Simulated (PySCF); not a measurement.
Molecule: SMILES CCC(C)(F)CC, C6H13F.

Geometry:
```
atom   x (Å)   y (Å)   z (Å)
  C1   2.028   1.132   0.406
  C2   1.337  -0.205   0.196
  C3   0.223  -0.189  -0.849
  C4  -0.334  -1.583  -1.073
  F5   0.807   0.206  -2.058
  C6  -0.872   0.839  -0.569
  C7  -1.615   0.669   0.745
  H8   2.382   1.535  -0.554
  H9   1.359   1.878   0.860
 H10   2.897   1.024   1.071
 H11   0.925  -0.584   1.145
 H12   2.075  -0.955  -0.136
 H13  -0.787  -1.986  -0.156
 H14   0.472  -2.263  -1.385
 H15  -1.098  -1.567  -1.864
 H16  -0.409   1.838  -0.616
 H17  -1.578   0.797  -1.415
 H18  -2.110  -0.311   0.817
 H19  -2.397   1.436   0.849
 H20  -0.945   0.768   1.613
```

Geometry PBE0-D3(BJ)/def2-SVP throughout; GIAO in PySCF 2.14.0 with density-fitted response routines, gas phase, one conformer, non-relativistic; equivalent atoms averaged; basis pcSseg-1.

Task: How do the absolute shieldings σ depend on the functional? (ppm; last column core-seconds on shared hosts with different chips, so compare them loosely)

Result: 
```csv
functional,kind,C3,C2/C6,C4,C1/C7,F5,H12/H16,H11/H17,H13/H14/H15,H8/H9/H10/H18/H19/H20,core-s
LDA,LDA,78.1,147.3,152.6,172.4,331.4,29.14,29.41,29.58,29.99,24
BP86,GGA,80.8,146.3,151.6,169.3,334.4,29.61,29.88,30.02,30.38,29
OPBE,GGA,92.0,154.0,158.8,174.7,339.3,29.59,29.86,30.01,30.37,32
KT2,GGA,87.7,150.7,156.2,172.8,331.4,29.53,29.79,29.95,30.29,42
PBE0,global hybrid,89.8,152.7,157.0,174.6,350.2,29.67,29.97,30.04,30.40,40
WP04,global hybrid,71.9,139.0,144.5,160.1,350.7,29.96,30.26,30.32,30.66,19
BHandHLYP,global hybrid,91.9,152.7,156.5,174.1,365.2,29.87,30.20,30.21,30.54,19
LC-wPBE,range-separated hybrid,94.5,158.1,160.9,179.5,361.8,29.77,30.09,30.08,30.47,42
```

Task: Which nucleus moves most, in ppm?

Result: F5 (fluorine on an sp3 carbon): from 331.4 ppm with KT2 to 365.2 ppm with BHandHLYP. The smallest spread is 0.67 ppm, at H8/H9/H10/H18/H19/H20. Proton shifts span only some 12 ppm, so a few tenths of a ppm matter as much there as several ppm in carbon.
